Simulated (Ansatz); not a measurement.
Reaction (ligand exchange at a B–C bond): `O=CB[SiH3]` + HCl → `[SiH3]BCl` + `C=O`

Isolated molecules relaxed with PBE0-D4/def2-TZVP in Ansatz; ΔE leaves out vibrations. CCSD(T)/CBS adds triple-zeta CCSD(T) − MP2 to the extrapolated MP2 energy (def2 sets, frozen cores). This one scheme is used for every species. DFT in def2-TZVPP. One conformer a species, not always the lowest.

`O=CB[SiH3]`:

Z-matrix (Å, degrees):
```
Si
B 1 2.010
H 1 1.487 2 112.8
H 1 1.487 2 111.7 3 123.1
H 1 1.493 2 107.1 3 -118.9
C 2 1.533 1 121.3 3 2.9
H 2 1.195 1 121.8 3 -169.5
O 6 1.223 2 97.6 1 -85.3
H 6 1.103 2 140.3 1 95.3
```

HCl:

Cartesian coordinates in Å:
```
Cl 0.103 -0.163 -0.610
H -0.103 0.163 0.610
```

`[SiH3]BCl`:

Z-matrix (Å, degrees):
```
Si
B 1 2.016
H 1 1.486 2 113.0
H 1 1.490 2 108.8 3 121.4
H 1 1.490 2 109.0 3 -121.5
Cl 2 1.739 1 121.6 3 -0.7
H 2 1.194 1 122.6 3 179.4
```

`C=O`:

Z-matrix (Å, degrees):
```
C
O 1 1.195
H 1 1.109 2 122.0
H 1 1.109 2 122.0 3 -180.0
```

```csv
level,ΔE (kJ/mol)
LDA (SPW92),-70.3
revPBE,-83.3
BHLYP,-102.2
CCSD/def2-SVP,-108.1
CCSD(T)/def2-SVP,-104.2
SCS-MP2/def2-QZVPP,-99.9
HF/CBS(def2),-116.4
MP2/CBS(def2),-96.9
```

Problem. What does CCSD(T)/CBS give? (Estimate.)

Solution. The calculation gave: -93.7 kJ/mol. The listed levels differ from it by 23.4, 10.4, -8.5, -14.4, -10.5, -6.2, -22.7, -3.2 kJ/mol.

Largest T1 diagnostic among the species: 0.021, so the coupled-cluster value is less sure than usual.

From BLYP to BHLYP (50 % exact exchange), in def2-TZVPP and without D4, ΔE moves by −16.8 kJ/mol. At CCSD(T), def2-SVP lies −10.5 kJ/mol from the extrapolated value and def2-TZVPP −0.6 kJ/mol.
